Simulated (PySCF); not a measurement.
Static response to an electric field

Species: C₅H₉NOSi.
Cartesian coordinates in Å at the GFN2-xTB level; atoms count from 1:
```xyz
17
C5H9NOSi angstrom
C      2.4818   -0.7498   -0.1749
O      1.1017   -0.6230    0.0417
C      0.5537    0.5722   -0.4629
C     -0.9281    0.5380   -0.1788
C     -1.6966    1.4060   -0.9734
N     -2.3420    2.0895   -1.6342
C     -1.3301    0.4049    1.3043
Si    -1.6608   -1.1653    0.3339
H      2.7790   -1.7079    0.2471
H      2.7175   -0.7319   -1.2461
H      3.0378    0.0555    0.3208
H      1.0312    1.4433    0.0195
H      0.7351    0.6492   -1.5474
H     -2.1502    1.0411    1.6128
H     -0.4959    0.4586    1.9901
H     -0.8041   -2.3215    0.4366
H     -3.0370   -1.3467   -0.0990
```

Level: B3LYP/def2-SVPD (PySCF), static field, nuclei fixed, core orbitals frozen in the response. The polarisability tensor in these axes (au):

```
x   100.68  -3.96   3.58
y    -3.96 102.31 -10.38
z     3.58 -10.38  84.92
```

Task: Give the principal values, the mean and the anisotropy Δα = √{½[(α1 − α2)² + (α2 − α3)² + (α1 − α3)²]}.

Result: Principal values 79.95, 97.97 and 109.98 au; mean 95.97 au = 14.22 Å³ = 15.82 × 10⁻⁴⁰ C²·m²/J; Δα = 26.18 au (27 % of the mean).

Task: What is the dipole moment, and where does it point?

Result: (3.28, -2.83, 2.18) D, 4.85 D in size, pointing from the negative to the positive side. Measured along this direction, the outermost atoms are N6 at the negative end and H9 at the positive end.

Task: In TDDFT the mean static polarisability is Σ f/ω² over all singlet excitations (ω in hartree). How much of it do the 8 lowest give? Their energies (eV) and oscillator strengths: 5.77, 0.1729; 6.18, 0.0028; 6.39, 0.0359; 6.46, 0.0372; 6.51, 0.0129; 6.59, 0.0080; 6.93, 0.0050; 7.01, 0.0309.

Result: They add up to 6.11 au, 6.4 % of the 95.97 au; the largest single term is 3.85 au, from the state at 5.77 eV. Terms in order: 3.85, 0.05, 0.65, 0.66, 0.23, 0.14, 0.08, 0.46 au. Higher excitations give the rest. The strengths listed sum to 0.305.

Task: Find the Langevin capture rate constant for NO+ (29.998 u) meeting this molecule (127.045 u), k = 2.342 × 10⁻⁹ cm³/s × √(α in Å³ / reduced mass in u).

Result: The reduced mass is 24.27 u, so k = 1.79 × 10⁻⁹ cm³/s. The formula leaves out the permanent dipole, which adds to the capture rate.

Task: Estimate the molar refractivity from the static electronic polarisability.

Result: Lorentz–Lorenz: R = (4π/3)N_A α = 2.5225 cm³/(mol·Å³) × 14.22 Å³ = 35.9 cm³/mol, in the limit of long wavelengths.

Task: What would n − 1 = 2πNα be for an ideal gas of these molecules at 350 K and 1 atm, electronic part alone?

Result: N = p/kT = 2.0968 × 10¹⁹ cm⁻³, so n − 1 = 2π × N × 14.22 × 10⁻²⁴ cm³ = 1874 × 10⁻⁶ at long wavelengths.

Task: In a dilute gas of rigid molecules at 273 K, how does the orientational term μ²/3kT compare with the electronic polarisability?

Result: In Gaussian units μ²/3kT = 207.95 Å³ against 14.22 Å³, a ratio of 14.62; the Debye molar polarisation (4π/3)N_A(α + μ²/3kT) is 560.4 cm³/mol, leaving out the vibrational part.

One conformer (not necessarily the lowest) at the GFN2-xTB geometry, without solvent, vibrations or thermal averaging.
